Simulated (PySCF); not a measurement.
Basis-set dependence of population analyses: `[SiH3]Sc1ccon1`

Species: C₃H₅NOSSi.
Atom-mapped SMILES: `[SiH3:1][S:2][c:3]1[cH:4][cH:5][o:6][n:7]1` (hydrogens: H8, H9, H10 on Si1; H11 on C4; H12 on C5)

PBE0 throughout (PySCF), one geometry, spherical d and f functions. The structure is a single PBE0-D3(BJ)/def2-SVP conformer in the gas phase; no vibrational or solvent corrections. The first 7 of 10 kinds of atom are listed.

Mulliken charges (e):

```tsv
basis	functions	Si1	S2	C3	C4	C5	O6	N7
STO-3G	48	+0.466	+0.035	-0.058	-0.134	+0.009	-0.069	-0.168
6-31G	81	+0.500	+0.045	-0.160	-0.222	+0.128	-0.392	-0.123
pcSseg-0	81	+0.411	-0.046	-0.110	-0.302	+0.190	-0.475	-0.184
6-31G*	116	+0.338	-0.070	+0.052	-0.285	+0.133	-0.320	-0.152
cc-pVDZ	131	+0.250	-0.119	+0.077	-0.141	+0.209	-0.131	-0.163
def2-SVP	131	+0.386	-0.175	+0.014	-0.118	+0.190	-0.188	-0.090
aug-cc-pVDZ	214	-0.541	-0.156	+0.165	+0.850	+0.288	-0.512	-0.222
6-311+G(2d,p)	235	+0.280	-0.574	+0.881	-0.565	+0.126	+0.091	-0.429
def2-TZVP	259	+0.153	-0.184	+0.175	-0.212	+0.004	-0.093	-0.154
cc-pVTZ	288	+0.185	-0.159	+0.118	-0.251	+0.039	-0.093	-0.114
IGLO-III	313	+0.777	-0.256	+0.228	-0.226	+0.132	-0.111	-0.330
```

IAO charges (e):

```csv
basis,functions,Si1,S2,C3,C4,C5,O6,N7
STO-3G,48,+0.540,+0.016,-0.110,-0.220,-0.034,-0.034,-0.139
6-31G,81,+0.393,-0.073,-0.024,-0.235,+0.021,-0.132,-0.161
pcSseg-0,81,+0.369,-0.071,-0.033,-0.235,+0.033,-0.132,-0.161
6-31G*,116,+0.522,-0.089,-0.007,-0.244,+0.052,-0.137,-0.164
cc-pVDZ,131,+0.518,-0.087,-0.005,-0.252,+0.049,-0.133,-0.160
def2-SVP,131,+0.534,-0.085,-0.007,-0.247,+0.052,-0.133,-0.162
aug-cc-pVDZ,214,+0.520,-0.090,0.000,-0.256,+0.050,-0.140,-0.167
"6-311+G(2d,p)",235,+0.548,-0.087,-0.005,-0.255,+0.051,-0.141,-0.168
def2-TZVP,259,+0.556,-0.086,-0.007,-0.256,+0.053,-0.141,-0.165
cc-pVTZ,288,+0.543,-0.089,-0.004,-0.256,+0.052,-0.139,-0.165
IGLO-III,313,+0.551,-0.083,-0.007,-0.257,+0.051,-0.142,-0.167
```

Q: Which scheme is steadiest as the basis changes?

A: Largest range over the bases for any column: IAO 0.19 e, Mulliken 1.42 e. IAO charges move least and Mulliken charges most, counted in e. Without the minimal STO-3G basis the ranges are IAO 0.19, Mulliken 1.42 e.

Q: How much do the charges still move between the two largest bases, cc-pVTZ and IGLO-III?

A: At most, over all atoms: Mulliken 0.593 e, IAO 0.008 e.

Q: What do the same runs give for the total energy, the frontier levels and the dipole moment?

A: 
| basis | energy (Eh) | HOMO (eV) | LUMO (eV) | μ (D) |
| --- | --- | --- | --- | --- |
| STO-3G | -923.5494 | -3.79 | 2.79 | 0.91 |
| 6-31G | -934.2080 | -7.05 | -0.51 | 1.73 |
| pcSseg-0 | -932.9824 | -7.35 | -0.82 | 1.77 |
| 6-31G* | -934.3642 | -6.94 | -0.31 | 1.77 |
| cc-pVDZ | -934.4257 | -6.97 | -0.43 | 1.79 |
| def2-SVP | -934.0071 | -7.04 | -0.55 | 1.88 |
| aug-cc-pVDZ | -934.4441 | -7.08 | -0.71 | 1.84 |
| 6-311+G(2d,p) | -934.4974 | -7.08 | -0.72 | 1.88 |
| def2-TZVP | -934.5233 | -7.08 | -0.67 | 1.92 |
| cc-pVTZ | -934.5210 | -7.06 | -0.61 | 1.89 |
| IGLO-III | -934.5208 | -7.04 | -0.69 | 1.89 |

The dipole is fixed by the density alone, so its range of 1.01 D shows that the density itself changes with the basis, not only its division among atoms.
